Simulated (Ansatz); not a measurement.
Cost and result for the atomization energy of CH₆F₂GeSi (`C[Si](F)(F)[GeH3]`) (11 atoms, 10 bonds).

Z-matrix (Å, degrees):
```
C
Si 1 1.846
H 1 1.093 2 110.7
H 1 1.093 2 110.7 3 -120.1
H 1 1.093 2 110.2 3 119.9
F 2 1.597 1 108.8 3 -177.4
F 2 1.597 1 108.8 3 -62.4
Ge 2 2.380 1 116.1 3 60.1
H 8 1.538 2 110.0 1 59.7
H 8 1.538 2 110.0 1 -59.4
H 8 1.535 2 110.9 1 -179.9
```

Charge 0, multiplicity 1. Correlated methods include outer-core shells of Ge, which these sets cover unevenly. Scalar relativity is left out up to krypton. Geometry: relaxed with PBE0-D4/def2-TZVP. Program: Ansatz. Hardware: A = 2 threads of an AMD EPYC 7R13 on a shared host; B = 2 threads of an AMD EPYC 7R13 on a shared host and a share of an NVIDIA H100 80 GB. Times are those of one run each, without the atoms' runs, and a repeat can differ threefold. Electronic energies, without spin–orbit coupling; frozen cores. CCSD(T)/CBS adds CCSD(T) − MP2 in def2-TZVPP to the MP2 limit, and its time is that of the two runs behind it. T1 = 0.012. With those shells the extrapolation isn't a true limit. B3LYP takes the VWN-RPA correlation (the form of Gaussian; ORCA's B3LYP/G).

CCSD(T)/CBS is a level of theory with its own doubt, some kJ/mol a heavy atom from the limit and from the frozen cores, so smaller differences don't rank the functionals.

```
                                 level  functions  wall time
   PBE-D4/def2-TZVPP (with forces) [A]        267      3.8 s
                PBE0-D4/def2-TZVPP [A]        267        5 s
                    MP2/def2-QZVPP [B]        510      5.5 s
                CCSD(T)/def2-TZVPP [B]        267        7 s
r2SCAN-D4/def2-TZVPP (with forces) [A]        267      7.5 s
 B3LYP-D4/def2-TZVPP (with forces) [A]        267      8.5 s
                 B2PLYP/def2-TZVPP [A]        267        9 s
                ωB97X-V/def2-TZVPP [A]        267       13 s
                     CCSD(T)/CBS(def2)          –       13 s
  ωB97M-V/def2-TZVPP (with forces) [A]        267       18 s
```

Question: What atomization energy does each give, and how far from CCSD(T)/CBS? (Best estimate.)

Answer: The calculation gave: 
| level | atomization (kJ/mol) | difference from CCSD(T)/CBS | per bond |
| --- | --- | --- | --- |
| PBE-D4/def2-TZVPP (with forces) [A] | 3927.0 | -7.9 | -0.8 |
| PBE0-D4/def2-TZVPP [A] | 3878.4 | -56.5 | -5.6 |
| MP2/def2-QZVPP [B] | 3945.3 | 10.4 | 1.0 |
| CCSD(T)/def2-TZVPP [B] | 3841.7 | -93.2 | -9.3 |
| r2SCAN-D4/def2-TZVPP (with forces) [A] | 3925.7 | -9.2 | -0.9 |
| B3LYP-D4/def2-TZVPP (with forces) [A] | 3893.2 | -41.7 | -4.2 |
| B2PLYP/def2-TZVPP [A] | 3867.0 | -67.9 | -6.8 |
| ωB97X-V/def2-TZVPP [A] | 3932.9 | -2.0 | -0.2 |
| CCSD(T)/CBS(def2) | 3934.9 | 0.0 | 0.0 |
| ωB97M-V/def2-TZVPP (with forces) [A] | 3909.3 | -25.6 | -2.6 |

In def2-TZVPP, CCSD(T) changes the Hartree–Fock value by +889.1 kJ/mol (the triples alone add +45.4 kJ/mol) and MP2 by +936.5 kJ/mol; breaking electron pairs costs correlation energy, which Hartree–Fock lacks. The D4 term adds +37.0 kJ/mol with B3LYP and +19.5 kJ/mol with PBE0; it sums over pairs of atoms, weighted by their polarisabilities, and B3LYP, whose exchange is more repulsive, gets the larger term. From PBE to PBE0 (25 % exact exchange), in def2-TZVPP and without D4, the atomization energy moves by −45.2 kJ/mol: exact exchange takes away binding that semilocal exchange gives to molecules.
